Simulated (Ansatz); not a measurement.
Stretching the Bi1–H2 bond in BiBrH2 (SMILES [Br][BiH2]) (multiplicity 1 held, fragments rigid). Energies count from the point at 1.801 Å.
Geometry at that point (charge 0, multiplicity 1):
```xyz
4

Bi    -0.43377    -0.48630     0.40451
H     -1.89863    -0.15661    -0.59035
H     -0.03489    -1.88035    -0.66402
Br     1.08391     1.21142    -0.92343
```

R- and RO- levels are restricted; in cc, def2 and unpolarised 6-31G sets they are followed outwards from rest. Unrestricted levels (U-) break spin symmetry where that is lower. Active spaces are followed from a long bond inwards. Curves can end on different states.

Correlated levels freeze the cores. Filled d and f shells under p-block atoms count as core.

Run with Ansatz (a first-principles code).  In def2 rows elements past Kr take small-core potentials, without spin–orbit coupling.

Problem. What is the computed energy at R = 5.764 Å (U-HF/def2-TZVPP)?

Solution. 1.72 eV

Problem. What is the computed energy at R = 5.764 Å (FIC-MRCISD+Q on CASSCF(2,2)/def2-TZVPP)?

Solution. 2.63 eV

Problem. Estimate the energy at R = 5.764 Å that R-HF/def2-TZVPP returns for this input.

Solution. 6.18 eV

Doubts at one or more of the structures used: a restricted determinant that unrestricted orbitals would lower (R-HF/def2-TZVPP); a spin-contaminated determinant (U-HF/def2-TZVPP).
